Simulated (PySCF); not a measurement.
# Reading the logs of faulty runs: BCH6Si anion

Calculated results; nothing here was measured. The program is PySCF 2.14.0, an open-source quantum chemistry code, run on an isolated molecule that a program drew, which may never have been made. The molecule is BCH6Si anion (charge -1, singlet), drawn as the SMILES string `BC[SiH2-]`.

Each row is a Hartree-Fock (HF) and frozen-core CCSD(T) single point in the aug-cc-pV(D+d)Z basis, meant for a local HF minimum. Run 1 is clean. Each other run has one planted mistake out of seven kinds, and not every kind appears here: one electron removed, one electron added, multiplicity raised by two, geometry at a saddle point, minimal basis STO-3G, one bond length entered in bohr, all coordinates scaled. The reference is restricted for singlets and unrestricted otherwise, and also for a bond in bohr. Adding or removing an electron swaps singlet and doublet. Electrons count all cores. HOMO and LUMO are orbital energies over both spins, the gradient is its largest component, and the lowest frequency (negative if imaginary) is given only where the gradient is small. Bond lengths are over the 8 bonds as drawn. T1 is the CCSD diagnostic: over 0.02 (restricted) or 0.045 (unrestricted) a single reference is doubtful.

Geometry of the clean run:
```xyz
9
BCH6Si anion, angstrom
B    -0.5072    2.3619    0.3411
C     0.2552    2.5795   -0.9564
Si    0.5909    0.6020   -1.3634
H     0.0615    2.2620    1.4046
H    -1.7165    2.2827    0.3564
H     1.2603    2.9990   -0.8995
H    -0.2858    2.9836   -1.8105
H    -0.6066   -0.0253   -0.6330
H     1.6124    0.3197   -0.2566
```

| run | electrons | basis functions | <S^2> | HOMO (eV) | LUMO (eV) | gradient (hartree/bohr) | lowest frequency (cm^-1) | mean bond (Å) | longest bond (Å) | T1 | HF (hartree) | CCSD(T) (hartree) | mistake |
|---|---|---|---|---|---|---|---|---|---|---|---|---|---|
| 1 | 32 | 132 | 0.000 | -2.15 | 3.57 | 3.7e-05 | 117 | 1.4047 | 2.047 | 0.0199 | -354.94973 | -355.38853 | no fault |
| 2 | 32 | 132 | 0.693 | -2.24 | 3.56 | 2.0e-02 | - | 1.5258 | 2.058 | 0.0653 | -354.82716 | -355.26745 | one bond length entered in bohr |
| 3 | 32 | 25 | 0.000 | 2.09 | 14.27 | 2.9e-02 | - | 1.4047 | 2.047 | 0.0199 | -350.67421 | -350.85571 | minimal basis STO-3G |
| 4 | 32 | 132 | 2.007 | 0.80 | 2.99 | 5.5e-02 | - | 1.4047 | 2.047 | 0.0958 | -354.88118 | -355.28940 | multiplicity raised by two |
| 5 | 31 | 132 | 0.756 | -10.12 | -0.23 | 6.0e-02 | - | 1.4047 | 2.047 | 0.0158 | -354.91231 | -355.30917 | one electron removed |
| 6 | 32 | 132 | 0.000 | -2.34 | 3.58 | 3.0e-02 | - | 1.4721 | 2.145 | 0.0204 | -354.93638 | -355.38011 | ? |

**Which mistake was planted in run 6, and what did it cost?**

The mean and the longest bond both change by the same factor, 1.048, and the gradient is no longer small. So the mistake is: all coordinates scaled. Subtracting run 1 and multiplying by 627.51 kcal/mol a hartree, the energy moved by 8.4 kcal/mol in HF and 5.3 kcal/mol in CCSD(T).

Cautions from the logs. Run 2: T1 is over the limit, so its CCSD(T) energy is less reliable; run 3: the HOMO is above zero, so the electron isn't bound and the energy depends on the basis; run 4: T1 is over the limit, so its CCSD(T) energy is less reliable and the HOMO is above zero, so the electron isn't bound and the energy depends on the basis; run 6: T1 is over the limit, so its CCSD(T) energy is less reliable.
